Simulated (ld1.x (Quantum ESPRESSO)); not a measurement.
**Varying the TM potential for carbon**

Base potential:

```
Element                 : carbon
Generator               : ld1.x (Quantum ESPRESSO) 7.5
Type                    : norm-conserving Troullier–Martins (Kleinman–Bylander form)
Functional              : PW91
Relativity              : non-relativistic
Frozen core             : [He]
Valence charge          : 4
Reference configuration : 2s2 2p2
Partial waves           : 2s (bound): rc 1.00 bohr; 2p (bound): rc 2.95 bohr
Local potential         : all-electron potential smoothed inside 1.75 bohr (lloc = -2)
Core correction         : Bessel-smoothed model core inside 0.90 bohr
```

All-electron outer shells of the reference configuration (PW91, non-relativistic, ld1.x):

```csv
shell,level (eV),outermost node (bohr),outermost maximum (bohr)
2s,-13.79,0.38,1.22
2p,-5.35,–,1.20
```

Cutoffs, loose and tight: the cutoffs (Ry, on a coarse ladder) from which the occupation-weighted sum of valence levels, in a spherical-Bessel basis at the reference potential, stays within 10 and 1 mRy of its value at 400 Ry. They do not see the model core or the augmentation charge, which bear on the density cutoff. Test errors are all-electron minus pseudo excitation energies from the reference, over the configurations 2s2 2p1; 2s2 2p0; 2s1 2p0; 2s1 2p3; 2s2 2p1.5; 2s1 2p2; 2s2 2p2.3. A dash means not determined; rows that change the core or the reference have their own tests.

| change | outcome | cutoff, loose | cutoff, tight | bound ghosts | largest test error (meV) |
| --- | --- | --- | --- | --- | --- |
| base | generated | 35 Ry | 90 Ry | none | +3882 |
| local potential all-electron potential smoothed inside 1.22 bohr (lloc = -2) | generated | 35 Ry | 90 Ry | none | +2073 |
| local potential all-electron potential smoothed inside 1.36 bohr (lloc = -2) | generated | 35 Ry | 90 Ry | none | +2063 |
| local potential all-electron potential smoothed inside 1.74 bohr (lloc = -2) | generated | 35 Ry | 90 Ry | none | +3882 |
| local potential all-electron potential smoothed inside 1.90 bohr (lloc = -2) | generated | 35 Ry | 90 Ry | none | +2206 |
| local potential all-electron potential smoothed inside 2.12 bohr (lloc = -2) | generated | 35 Ry | 90 Ry | none | +2120 |
| local potential all-electron potential smoothed inside 2.38 bohr (lloc = -2) | generated | 35 Ry | 90 Ry | none | +2088 |
| local potential all-electron potential smoothed inside 2.64 bohr (lloc = -2) | generated | 35 Ry | 90 Ry | none | +2051 |
| local potential all-electron potential smoothed inside 2.88 bohr (lloc = -2) | generated | 35 Ry | 90 Ry | none | +2028 |
| local potential all-electron potential smoothed inside 3.22 bohr (lloc = -2) | generated | 35 Ry | 90 Ry | none | +1995 |
| local potential all-electron potential smoothed inside 3.48 bohr (lloc = -2) | generated | 35 Ry | 90 Ry | none | +1958 |

Reading the sweep of the rcloc (base included, trends over the rows without a ghost): The loose cutoff stays near 35 Ry. The median size of the test errors (rows with all tests solved) is not monotonic: lowest 73.2 meV at 1.74 bohr, highest 132.0 meV at 1.9 bohr.
